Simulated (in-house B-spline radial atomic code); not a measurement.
Pb⁴⁺. Computed with a B-spline radial atomic code. Model: all-electron spherical atom, spin shells full or empty, radial basis limit, no spin-orbit coupling, Breit or QED, empty-state partial waves extrapolated as (l+1/2)^-4, RPA, G0W0 and static COHSEX of the highest shell as one setting changes (uncorrelated shells keep exact exchange).

Without the two-electron picture change, core correlation of heavy ions comes too large.

Given: element Pb; charge 4; filled core Xe; hamiltonian one-electron scalar X2C; mean-field start LDA VWN5; highest l of empty states 9; nuclear rms radius 5.5012 fm; highest mean-field shell 5d.

Shell: 4f 7 7, 5d 5 5 (electrons up and down).

```csv
lowest nl shells left uncorrelated,RPA correlation energy (hartree),G0W0 level (eV),G0W0 minus most complete (meV),COHSEX level (eV),linearised minus solved G0W0 (meV)
0,-7.0948,-70.192,0,-73.841,-70.5
1,-6.848,-70.192,0,-73.841,-70.5
2,-6.6316,-70.191,0.8,-73.84,-70.4
3,-6.007,-70.19,2.3,-73.845,-70.4
4,?,?,?,?,?
5,-5.1807,-70.185,7.2,-73.842,-70.3
6,-4.1438,-70.173,19,-73.813,-70
7,-3.9517,-70.175,16.9,-73.813,-70
8,-3.377,-70.185,6.7,-73.815,-70.3
9,-2.4046,-70.278,-85.7,-73.965,-72.4
10,?,?,?,?,?
11,-0.90332,-70.068,124.2,-73.439,-67.5
12,-0.51262,-70.431,-238.9,-73.794,-82.2
```

(1) What follows for lowest nl shells left uncorrelated = 4?

(2) What follows for lowest nl shells left uncorrelated = 10?

Results:

(1) RPA correlation energy -5.8051 hartree; G0W0 level -70.189 eV; G0W0 minus most complete 3.5 meV; COHSEX level -73.843 eV; linearised minus solved G0W0 -70.4 meV.

(2) RPA correlation energy -2.2004 hartree; G0W0 level -70.314 eV; G0W0 minus most complete -121.6 meV; COHSEX level -73.995 eV; linearised minus solved G0W0 -73.3 meV.
